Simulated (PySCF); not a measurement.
**Gas-phase XPS of `CC#C[Si@H](C)[SiH]([SiH3])[SiH3]`, computed**

Compound: C₄H₁₄Si₄.
Atom-mapped SMILES: `[CH3:1][C:2]#[C:3][Si@H:4]([CH3:5])[SiH:6]([SiH3:7])[SiH3:8]`

The calculation used delta-SCF UKS SCAN, pcX-2 on the ionised atom, pcseg-1 elsewhere, spin-free X2C (PySCF). Vertical ΔSCF values, vacuum level as zero.

Task: List the computed XPS lines with their assignment.

Result: 
```csv
atom(s),environment,level,binding energy (eV),2p1/2 (eV),above the level's lowest (eV),count
C1,propargylic carbon,C 1s,291.58,–,+2.24,1
C2,alkyne carbon,C 1s,290.03,–,+0.69,1
C3,alkyne carbon,C 1s,289.34,–,0.00,1
Si4,SiH silicon,Si 2p3/2,106.16,106.78,+0.64,1
Si4,SiH silicon,Si 1s,1845.96,–,+0.78,1
C5,Si-methyl carbon,C 1s,289.97,–,+0.63,1
Si6,SiH silicon,Si 2p3/2,105.52,106.15,0.00,1
Si6,SiH silicon,Si 1s,1845.18,–,0.00,1
Si7,SiH3 silicon,Si 2p3/2,106.16,106.78,+0.64,1
Si7,SiH3 silicon,Si 1s,1845.87,–,+0.69,1
Si8,SiH3 silicon,Si 2p3/2,106.16,106.78,+0.64,1
Si8,SiH3 silicon,Si 1s,1845.89,–,+0.71,1
```

Lowest listed C 1s: C3, bonded to C (triple bond) and Si. Highest, 2.24 eV above it: C1, bonded to C and 3 H. The widest gap between neighbouring values is 1.55 eV, between 290.03 and 291.58 eV. Summing the Pauling electronegativity differences to the bonded atoms, each weighted by its formal bond order, gives -0.65 for the lowest site and -1.05 for the highest; the largest sum, 0.00, belongs to C2, 1.55 eV below the top. The smallest sum, -1.70, belongs to C5, 0.63 eV above the lowest.

The listed Si 1s values span 0.78 eV, from Si6 (bonded to H and 3 Si) to Si4 (bonded to 2 C, H and Si). The widest gap between neighbouring values is 0.69 eV, between 1845.18 and 1845.87 eV. Summing the Pauling electronegativity differences to the bonded atoms, each weighted by its formal bond order, gives +0.30 for the lowest site and +1.60 for the highest; no listed site has a larger sum than the highest. The values 1845.87 and 1845.89 eV lie too close for their order to be trusted.

The listed Si 2p3/2 values span 0.64 eV, from Si6 (bonded to H and 3 Si) to Si7 (bonded to 3 H and Si). The widest gap between neighbouring values is 0.64 eV, between 105.52 and 106.16 eV. Summing the Pauling electronegativity differences to the bonded atoms, each weighted by its formal bond order, gives +0.30 for the lowest site and +0.90 for the highest; the largest sum, +1.60, belongs to Si4, 0.00 eV below the top. The values 106.16, 106.16 and 106.16 eV lie too close for their order to be trusted.

Task: Which photon energy gives electrons from C 1s of C1 a kinetic energy of 100 eV, and what is their de Broglie wavelength?

Result: hν = 291.58 + 100 = 391.58 eV, recoil neglected; λ = 12.264 Å/√(E/eV) = 1.23 Å.

Spin contamination (⟨S²⟩ against 0.75 for a pure doublet) is marked for C 1s of C2 (0.86), which makes this value less certain. Spin–orbit and ligand-field terms were added within each 2p shell after the spin-free SCF. 2p1/2 minus 2p3/2 (ligand field included): Si 0.62 eV. The structure is a single PBE0-D3(BJ)/def2-SVP conformer in the gas phase; no vibrational or solvent corrections.

Shape of the structure used: `[CH3:1][C:2]#[C:3][Si@H:4]([CH3:5])[SiH:6]([SiH3:7])[SiH3:8]`: C3–Si4–Si6–Si7 -59°.
